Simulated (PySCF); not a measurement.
Task: What does the GFN2-xTB structure of InChI=1S/C4H12Si/c1-5(2,3)4/h1-4H3 look like in three dimensions?

Result: 
```xyz
17
C4H12Si angstrom
C     -0.407   -1.213   -1.419
Si    -0.001   -0.001   -0.002
C      0.008    1.786   -0.675
C     -1.320   -0.155    1.370
C      1.716   -0.416    0.722
H     -1.380   -1.004   -1.853
H     -0.419   -2.242   -1.070
H      0.327   -1.148   -2.217
H      0.242    2.502    0.106
H     -0.958    2.058   -1.089
H      0.746    1.908   -1.462
H     -2.312    0.075    0.994
H     -1.351   -1.160    1.779
H     -1.117    0.526    2.192
H      1.746   -1.426    1.117
H      2.493   -0.337   -0.033
H      1.977    0.259    1.531
```

Any rigid rotation of these coordinates is as good. Atoms count from 1 in this order. Si2 (four-coordinate silicon) is tetrahedral (angles from 109.4° to 109.6°). All 4 C–Si bonds measure 1.909 Å.

Bonds between heavy atoms (Å): C1–Si2 1.909, Si2–C3 1.909, Si2–C4 1.909, Si2–C5 1.909.

Computed geometry: GFN2-xTB, gas phase.

Point group: Td (tolerance 0.08 Å). Not checked by GFN2-xTB frequencies.
